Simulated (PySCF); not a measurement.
SiOF, SMILES O=[Si]F, multiplicity 2.

The structure is a stationary point at PBE-D3(BJ)/def2-TZVP.

Computed with PBE-D3(BJ)/def2-TZVP in PySCF 2.14.0.

Frequencies are harmonic and unscaled.

Computed vibrational spectrum:
| mode | ν (cm⁻¹) | IR (km/mol) | moving atoms (share of kinetic energy) |
|---|---|---|---|
| 1 | 283 | 23.9 | O 36 %, Si 34 %, F 30 % |
| 2 | 797 | 81.3 | F 59 %, Si 28 %, O 13 % |
| 3 | 1155 | 68.0 | O 55 %, Si 42 % |
